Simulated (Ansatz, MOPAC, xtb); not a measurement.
Diatomic WF, multiplicity 6 (lowest of 2S+1 = 2, 4, 6, 8 at CCSD(T)/def2-TZVPP on PBE0 minima; our sources give no spin for the ground state, which may be another). No spin–orbit coupling.

The constants come from a fifth-degree fit in 1/R (seven points, main isotopes). Runs in def2 and cc sets follow the lowest solution found near the PBE0 minimum.

Run with Ansatz (a quantum-chemistry and plane-wave program) with Gaussian orbitals; MOPAC for PM7 (differences of heats of formation); xtb for the GFN methods.  In def2 rows elements past Kr take small-core potentials, without spin–orbit coupling. The GFN methods have no spin term and hold the electronic entropy of 300 K.

| level | r_e (Å) | ω_e (cm⁻¹) | ω_e x_e (cm⁻¹) | α_e (cm⁻¹) | dipole (D) |
|---|---|---|---|---|---|
| PM7 | 1.998 | 521 | 1.7 | 0.0014 | - |
| GFN2-xTB | 1.978 | 431 | 0.42 | 0.0013 | - |
| SVWN5/def2-TZVPP | 1.869 | 667 | 2.9 | 0.0016 | 2.13 |
| PBE/def2-TZVPP | 1.898 | 629 | 2.8 | 0.0016 | 2.30 |
| r2SCAN/def2-TZVPP | 1.893 | 640 | 2.8 | 0.0016 | 2.48 |
| B97M-V/def2-TZVPP | 1.899 | 634 | 2.8 | 0.0016 | 2.60 |
| B3LYP/def2-TZVPP | 1.903 | 630 | 2.7 | 0.0016 | 2.65 |
| PBE0/def2-TZVPP | 1.889 | 645 | 2.8 | 0.0016 | 2.62 |
| BHLYP/def2-TZVPP | 1.897 | 643 | 2.7 | 0.0016 | 2.97 |
| CAM-B3LYP/def2-TZVPP | 1.896 | 641 | 2.7 | 0.0016 | 2.68 |
| wB97X-V/def2-TZVPP | 1.894 | 641 | 2.6 | 0.0016 | 2.54 |
| wB97M-V/def2-TZVPP | 1.898 | 636 | 2.6 | 0.0016 | 2.61 |
| B2PLYP/def2-TZVPP | 1.900 | 637 | 2.7 | 0.0016 | - |
| CCSD/def2-TZVPP | 1.898 | 646 | 2.6 | 0.0015 | - |
| CCSD/def2-QZVPP | 1.898 | 642 | 2.7 | 0.0015 | - |
| CCSD(T)/def2-TZVPP | 1.897 | 646 | 2.6 | 0.0015 | - |
| CCSD(T)/def2-QZVPP | 1.898 | 641 | 2.7 | 0.0016 | - |
| CCSD(T)/CBS(def2-TZVPP, def2-QZVPP) | 1.897 | 641 | 2.8 | 0.0016 | - |

Correlated levels freeze the inner cores; with def2 sets outer-core shells near the valence are correlated too. CBS: X⁻³ extrapolation of the correlation energy, Hartree–Fock from the larger set. The state that PM7 reach isn't checked; PM7 holds dispersion and hydrogen-bond terms.
